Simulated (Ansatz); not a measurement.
Consider the formal exchange of groups at the Si–O bond: `O[SiH2][SiH](F)F` + ethylene → `C=C[SiH2][SiH](F)F` + H₂O.

Computed with Ansatz on PBE0-D4/def2-TZVP structures; ΔE is electronic, products minus reactants. CCSD(T)/CBS adds triple-zeta CCSD(T) − MP2 to the extrapolated MP2 energy (def2 sets, frozen cores). This one scheme is used for every species. DFT in def2-TZVPP. Each species was taken in one conformer, which may not be the lowest.

`O[SiH2][SiH](F)F`:

Cartesian coordinates in Å:
```
O -1.050 1.756 0.242
Si -1.036 0.173 -0.220
Si 1.133 -0.736 -0.083
F 1.731 -0.344 1.347
F 2.097 -0.085 -1.172
H -0.671 1.979 1.093
H -1.532 0.136 -1.616
H -1.922 -0.672 0.631
H 1.249 -2.208 -0.221
```

`C=C`:

```xyz
6

C     0.120    0.459    0.461
C    -0.120   -0.459   -0.461
H     0.393    1.475    0.196
H     0.055    0.233    1.520
H    -0.393   -1.475   -0.196
H    -0.055   -0.233   -1.520
```

`C=C[SiH2][SiH](F)F`:

Z-matrix (Å, degrees):
```
Si
C 1 1.860
Si 1 2.346 2 109.0
H 1 1.488 2 111.7 3 -119.5
H 1 1.488 2 109.5 3 118.9
C 2 1.330 1 123.3 3 -112.4
H 2 1.089 1 118.3 3 66.1
F 3 1.595 1 110.7 2 -174.0
F 3 1.596 1 109.0 2 -56.8
H 3 1.483 1 115.9 2 63.8
H 6 1.086 2 121.9 1 -1.7
H 6 1.086 2 122.0 1 178.6
```

H₂O:

Cartesian coordinates in Å:
```
O -0.022 -0.027 0.388
H -0.493 0.584 -0.182
H 0.515 -0.557 -0.205
```

```tsv
level	ΔE (kJ/mol)	difference from CCSD(T)/CBS
r2SCAN-D4	75.3	2.8
ωB97M-V	76.3	3.8
B2PLYP	81.2	8.7
PBE0	71.4	-1.1
HF/def2-TZVPP	95.2	22.7
MP2/def2-TZVPP	73.4	0.9
MP2/def2-QZVPP	72.7	0.2
SCS-MP2/def2-QZVPP	78.1	5.6
HF/CBS(def2)	95.9	23.4
MP2/CBS(def2)	71.9	-0.6
CCSD(T)/CBS	72.5	0
```

Largest T1 diagnostic among the species: 0.013.

In def2-TZVPP, CCSD(T) changes the Hartree–Fock value by −21.3 kJ/mol (the triples alone add −3.3 kJ/mol) and MP2 by −21.8 kJ/mol. The D4 term adds −6.6 kJ/mol with B3LYP and −3.9 kJ/mol with PBE0; it sums over pairs of atoms, weighted by their polarisabilities, and B3LYP, whose exchange is more repulsive, gets the larger term.

CCSD(T)/CBS has its own doubt, a few kJ/mol and more with outer-core shells, so smaller differences from it don't rank the levels.

B3LYP here is the variant with VWN-RPA as its local correlation; programs differ in this.
